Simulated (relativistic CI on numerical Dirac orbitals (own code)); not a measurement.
## Os⁶⁺: resonant inelastic scattering at the O2,3 edge

Computed with this model: Dirac-Coulomb-Breit CI, orbitals from a KLI potential per configuration, QED by a radiative potential, valence Slater integrals scaled by 0.8, Kramers-Heisenberg scattering through one core-hole configuration in a parametric crystal field; configurations [Xe] 4f14 5d2 → [Kr] 4d10 4f14 5s2 5p5 5d3; 80 K; core-hole width 1 eV; summed over polarisations. Incident energies are the highest absorption maxima for each field (at most a few, so the weaker spin-orbit partner edge can be absent), on the computed scale of the free ion. Intensities are in per cent of the strongest line above 0.02 eV; levels within 1 cm⁻¹ are merged; final levels count from the ground level, the first row holds all elastic scattering, lines under 0.4 are left out and each table stops after 24 rows. The scale of the Slater integrals is a model choice and moves the terms in proportion.

Field parameters in Wybourne normalisation: D4h B²₀ = −7Ds, B⁴₀ = 21(Dq − Dt), B⁴₄ = 21√(5/14) Dq; Td as Oh with Dq negative (B⁴₀ = 21Dq, B⁴₄ = √(5/14) B⁴₀). The field is a parameter set, without covalency, and values of 10Dq over about 45,000 cm⁻¹ lie beyond real compounds.

S is read from ⟨S²⟩ = S(S + 1).

Td, 10Dq = -14000 cm⁻¹:

| Final level (eV) | Degeneracy | Irrep | S | 52 eV | 62.4 eV | 66.4 eV |
| --- | --- | --- | --- | --- | --- | --- |
| 0.000 | 3 | T2 | 0.97 | 331.2 | 118.6 | 208.1 |
| 0.864 | 2 | E | 0.69 | 9.8 | 33.1 | 62.2 |
| 1.952 | 1 | A2 | 1.00 | 1.6 | 3.4 | 1.1 |
| 2.039 | 3 | T2 | 0.98 | 8.4 | 22.9 | 100.0 |
| 2.169 | 3 | T1 | 0.99 | 8.2 | 18.4 | 45.9 |
| 2.291 | 1 | A1 | 0.68 | 3.7 | 8.1 | 29.5 |
| 2.645 | 2 | E | 0.59 | 0.4 | 12.4 | 41.7 |
| 3.079 | 3 | T2 | 0.97 | 3.0 | 13.0 | 10.4 |
| 3.161 | 3 | T1 | 0.92 | 3.5 | 2.9 | 6.7 |
| 3.280 | 2 | E | 0.93 | 2.1 | 3.1 | 5.7 |
| 3.351 | 3 | T2 | 0.47 | 2.3 | 18.9 | 25.7 |
| 3.608 | 1 | A1 | 0.55 | 0.6 | 0.8 | 1.7 |
| 4.034 | 3 | T1 | 0.52 | 3.5 | 19.0 | 4.1 |
| 4.789 | 1 | A1 | 0.95 | 0.1 | 0.9 | 0.3 |
| 4.826 | 2 | E | 0.97 | 0.9 | 1.5 | 3.5 |
| 4.966 | 3 | T1 | 0.81 | 0.5 | 1.4 | 2.3 |
| 5.050 | 3 | T2 | 0.71 | 1.2 | 8.8 | 6.7 |
| 5.921 | 2 | E | 0.17 | 0.6 | 0.2 | 2.0 |
| 5.968 | 3 | T2 | 0.26 | 1.0 | 1.8 | 4.0 |

D4h, 10Dq = 35700, Ds = 2990, Dt = 800 cm⁻¹:

| Final level (eV) | Degeneracy | Irrep | S | 53.1 eV | 66.3 eV | 67.1 eV |
| --- | --- | --- | --- | --- | --- | --- |
| 0.000 | 1 | A1 | 0.97 | 340.5 | 153.1 | 140.1 |
| 0.142 | 2 | E | 0.96 | 100.0 | 18.4 | 69.9 |
| 0.364 | 1 | B1 | 0.91 | 1.3 | 13.1 | 16.6 |
| 0.491 | 1 | B2 | 0.91 | 1.6 | 13.4 | 17.4 |
| 1.180 | 2 | E | 0.99 | 16.3 | 3.8 | 6.6 |
| 1.388 | 1 | A2 | 1.00 | 7.3 | 13.9 | 20.1 |
| 1.439 | 1 | A1 | 0.94 | 3.9 | 13.0 | 54.6 |
| 1.829 | 1 | B2 | 0.34 | 3.6 | 1.0 | 5.6 |
| 1.997 | 1 | B1 | 0.28 | 0.5 | 2.3 | 3.8 |
| 2.423 | 2 | E | 0.27 | 2.4 | 11.6 | 6.9 |
| 2.546 | 1 | A1 | 0.23 | 2.0 | 3.9 | 4.6 |
| 3.883 | 1 | B1 | 0.99 | 0.5 | 5.1 | 1.3 |
| 3.897 | 1 | A1 | 0.85 | 3.2 | 16.0 | 7.0 |
| 3.955 | 2 | E | 0.96 | 0.4 | 15.2 | 10.2 |
| 3.963 | 1 | A2 | 1.00 | 0.6 | 0.1 | 1.1 |
| 4.236 | 2 | E | 0.88 | 1.9 | 14.4 | 11.6 |
| 4.377 | 1 | B2 | 0.87 | 0.9 | 2.8 | 5.6 |
| 4.454 | 1 | A1 | 0.38 | 0.1 | 13.9 | 9.1 |
| 4.644 | 1 | B1 | 0.99 | 0.3 | 10.3 | 8.8 |
| 5.387 | 2 | E | 0.35 | 1.7 | 8.4 | 3.4 |
| 5.475 | 1 | B2 | 0.65 | 1.7 | 8.3 | 15.1 |
| 5.778 | 1 | B1 | 0.96 | 0.0 | 5.1 | 4.5 |
| 5.811 | 2 | E | 0.91 | 1.6 | 11.3 | 11.2 |
| 5.949 | 1 | B2 | 0.70 | 0.3 | 4.6 | 10.9 |

D4h, 10Dq = 62950, Ds = 2600, Dt = 1170 cm⁻¹:

```
Final level (eV)  Degeneracy  Irrep     S  54.6 eV  55 eV  67.9 eV
           0.000           1     A1  0.96    256.3  226.1    219.9
           0.071           2      E  0.96    100.0   68.3     51.7
           0.140           1     B1  0.94      4.2   18.3      4.6
           0.196           1     B2  0.95      1.4    4.1      3.6
           0.911           2      E  1.00     24.0   25.2      5.9
           1.014           1     A2  1.00      3.8    4.2     15.1
           1.076           1     A1  0.95      4.4    7.7     17.0
           1.876           1     B2  0.17      3.5    3.0      0.1
           1.942           1     B1  0.17      4.0    4.9      7.9
           2.117           2      E  0.13      2.2    2.8     23.4
           2.217           1     A1  0.12      0.3    0.3      2.7
           4.076           1     A1  0.18      0.9    0.4      4.3
           6.426           1     B1  1.00      0.4    0.5      2.0
           6.462           2      E  0.99      1.1    0.7     37.9
           6.791           1     A2  1.00      0.5    1.5      1.4
           6.829           1     A1  0.97      8.3    5.9     35.3
           7.029           2      E  0.93      6.6    4.0     25.9
           7.131           1     B2  0.89      1.1    0.5      6.3
           7.419           1     B1  1.00      1.3    0.8     34.4
```

For the first field the strongest loss at the lowest incident energy is the level at 0.86 eV (S = 0.69, against 0.97 in the thermal ground state).
